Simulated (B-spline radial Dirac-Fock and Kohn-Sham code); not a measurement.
**X-ray form factors of vanadium in several charge states**

Calculated with a radial finite-basis atomic code, using configuration-average Dirac-Fock orbitals.

Configurations: V¹⁴⁺ [He] 2s2 2p5; V¹⁷⁺ [He] 2s2 2p2; V¹⁸⁺ [He] 2s2 2p1; V¹⁹⁺ [He] 2s2. The first column is f₀ of V¹⁴⁺, the others are differences from it.

```
s (Å⁻¹)   V¹⁴⁺  Δ V¹⁷⁺  Δ V¹⁸⁺  Δ V¹⁹⁺
      0  9.000  -3.000  -4.000  -5.000
   0.05  8.988  -2.995  -3.993  -4.992
    0.1  8.953  -2.979  -3.973  -4.967
   0.15  8.895  -2.952  -3.939  -4.926
    0.2  8.814  -2.916  -3.892  -4.870
   0.25  8.712  -2.869  -3.832  -4.798
    0.3  8.590  -2.814  -3.761  -4.713
   0.35  8.448  -2.750  -3.679  -4.614
    0.4  8.288  -2.678  -3.587  -4.503
   0.45  8.113  -2.600  -3.486  -4.380
    0.5  7.923  -2.515  -3.377  -4.249
    0.6  7.507  -2.332  -3.140  -3.961
    0.7  7.055  -2.135  -2.884  -3.650
    0.8  6.581  -1.931  -2.619  -3.326
    0.9  6.100  -1.727  -2.352  -2.999
      1  5.623  -1.528  -2.090  -2.678
    1.1  5.160  -1.338  -1.840  -2.368
    1.2  4.719  -1.161  -1.605  -2.075
    1.4  3.925  -0.851  -1.189  -1.555
    1.6  3.265  -0.604  -0.854  -1.129
```
